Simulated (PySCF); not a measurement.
NMR data simulated for an unnamed compound:

¹H NMR (400 MHz, computed): δ 2.92 (m, 1H), 2.27 (s, 1H), 2.04 (m, 2H), 1.94 (m, 2H), 0.47 (s, 3H).

¹³C{¹H} NMR (computed): δ 129.4 (C), 106.9 (CH), 89.7 (C), 25.5 (CH2), 17.1 (CH), 1.1 (CH3).

- PBE0/pcSseg-1 with gauge-including orbitals
- geometry: GFN2-xTB
- program: PySCF 2.14
- one conformer, no relativistic terms, fast rotation and ring inversion assumed for equivalent nuclei, no solvent

Chemical shifts δ = σref − σ; TMS for ¹H (31.72 ppm) and ¹³C (186.93 ppm), all at this level.

Which of these does the molecule contain: an aldehyde, a ketone, a C≡C triple bond, a nitrile, a benzene ring, a Si–CH3 group?

Results:


- An aldehyde: no.
- A ketone: no.
- A C≡C triple bond: yes (δC 106.9, 89.7; δH 2.27 (s)).
- A nitrile: yes (δC 129.4).
- A benzene ring: no.
- A Si–CH3 group: yes (δC 1.1; δH 0.47 (s)).

The data belong to `C#C[Si@]1(C)C[C@H](C#N)C1`, C7H9NSi; they needn't prove each group on their own.

Carbon signals by region: 2 in the sp2 and nitrile region (100–160 ppm), 1 at 50–100 ppm, 3 below 50 ppm.

Shifts are as computed. Against solution values, carbons near 30 ppm lie about +3 ppm off and those near 130 ppm about +5 ppm. Of 1211 compounds with measured shifts, 218 miss one by over three times the rms of a fit or turn the order of signals round; such compounds aren't used in these exercises. Multiplicities follow the n + 1 count of equivalent neighbours, as no J values were calculated; m marks all less simple cases, F and P coupling included.
